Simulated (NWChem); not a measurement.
chlorotrifluoromethane (CClF3); SMILES FC(F)(F)Cl

```xyz
5

F     -0.8280    -0.9203    -0.8070
C      0.0000     0.0000    -0.3533
F      1.2110    -0.2569    -0.8070
F     -0.3830     1.1772    -0.8070
Cl     0.0000     0.0000     1.4063
```
Atoms are numbered in this order, from 1.

All runs: NWChem. Pople sets run with spherical d functions. Coordinates come from a PBE0/def2-SVP optimisation.

Q: What does the run give for B3LYP/6-311++G**? Quantities: highest occupied level (eV); orbital gap (eV); dipole (D).

A: The highest occupied level (eV) is -9.87 and the orbital gap (eV) comes out as 9.28. The dipole (D) is 0.42.
